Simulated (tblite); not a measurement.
Species: C5H3NO (charge +1 and doublet state).
Bonds: C1–C2 (double), C2–C3, C3–C4 (aromatic), C4–N5 (aromatic), N5–C6 (aromatic), C6–O7 (aromatic), C3–O7 (aromatic). Hydrogens: H8 on C1; H9 on C4; H10 on C6.
Bond orders are those of one Lewis drawing.

Computed with GFN2-xTB (tblite), gas phase: L-BFGS steps from a force-field or distance-geometry start until the largest atomic force falls under 0.01 eV/Å.

Step 0: E = -504.5801 eV
```
atom  x, y, z in Å  |  force x, y, z in eV/Å
C1      2.5061   -0.5714    0.1194   -5.053  -0.709  -4.209
C2      1.5163   -0.7397   -0.7654    2.742   1.902   6.871
C3      0.1696   -0.3039   -0.3704    1.611  -0.675  -1.850
C4     -0.2920    1.0133   -0.3358   -1.161   1.188   0.285
N5     -1.5811    0.9974    0.0714    0.935  -1.339  -0.219
C6     -1.9076   -0.3127    0.2500    1.203   2.722  -0.474
O7     -0.8511   -1.0528   -0.0182   -0.746  -2.439   0.371
H8      3.0308   -0.2885    1.0172    0.506  -0.448  -0.763
H9      0.3153    1.8758   -0.5690   -0.485   0.102   0.125
H10    -2.8975   -0.6128    0.5782    0.448  -0.305  -0.135
```

Step 1: E = -504.8785 eV
```
atom  x, y, z in Å  |  force x, y, z in eV/Å
C1      2.4340   -0.5814    0.0595    8.691   1.688   8.079
C2      1.5555   -0.7125   -0.6670   -9.417  -0.147  -3.997
C3      0.1927   -0.3136   -0.3968   -0.758  -0.566  -1.134
C4     -0.3086    1.0303   -0.3318    0.505  -0.467  -0.218
N5     -1.5677    0.9782    0.0681    0.163   0.764  -0.078
C6     -1.8904   -0.2739    0.2430    0.071  -0.390   0.042
O7     -0.8617   -1.0877   -0.0130    0.546  -0.299  -0.129
H8      3.0379   -0.2948    1.0067   -0.360  -0.962  -2.331
H9      0.3083    1.8773   -0.5672   -0.398   0.325   0.101
H10    -2.8911   -0.6173    0.5760    0.957   0.055  -0.335
```

Step 2: E = -505.4444 eV
```
atom  x, y, z in Å  |  force x, y, z in eV/Å
C1      2.4784   -0.5718    0.1026   -1.393  -0.073  -0.838
C2      1.4978   -0.7069   -0.6716    1.303   0.643   3.016
C3      0.1929   -0.3200   -0.4114   -1.969  -0.241  -0.632
C4     -0.3091    1.0311   -0.3323    0.443  -0.478  -0.381
N5     -1.5633    0.9790    0.0667    0.156   0.913   0.034
C6     -1.8857   -0.2671    0.2416    0.045  -0.886   0.021
O7     -0.8604   -1.0983   -0.0126    0.361   0.184  -0.166
H8      3.0371   -0.3032    0.9874    0.488  -0.477  -0.856
H9      0.3038    1.8800   -0.5661   -0.331   0.333   0.121
H10    -2.8827   -0.6180    0.5731    0.896   0.083  -0.320
```

Problem. Estimate the geometry and energy of step 3. (The exact step hangs on the optimiser's Hessian estimate; all steps are aligned on step 2, rigid shifts and turns removed.)

Solution. E = -505.6282 eV, largest force 2.339 eV/Å
```
atom  x, y, z in Å  |  force x, y, z in eV/Å
C1      2.4780   -0.5691    0.1086   -1.001  -0.088  -0.640
C2      1.4928   -0.6970   -0.6361    0.340   0.518   2.255
C3      0.1672   -0.3253   -0.4244   -0.780  -0.220  -0.718
C4     -0.3032    1.0249   -0.3375   -0.034  -0.087  -0.346
N5     -1.5599    0.9914    0.0668    0.156  -0.234   0.135
C6     -1.8837   -0.2768    0.2415    0.448   0.231  -0.183
O7     -0.8551   -1.0993   -0.0147   -0.182   0.042  -0.057
H8      3.0430   -0.3123    0.9694    0.822  -0.323  -0.371
H9      0.2980    1.8852   -0.5641   -0.261   0.232   0.103
H10    -2.8682   -0.6171    0.5680    0.492  -0.072  -0.179
```

The energy changes by -0.1837 eV. The first-order estimate −F·Δx gives -0.2337 eV and the mean of the old and new forces, exact on a quadratic surface, -0.1835 eV. The step makes an angle of 34° with the force vector and moves no atom by more than 0.037 Å.

The cost below is that of the whole relaxation. Time: 0.28 s wall. Hardware: one thread, Arm Neoverse V1 (aarch64), on a shared host.
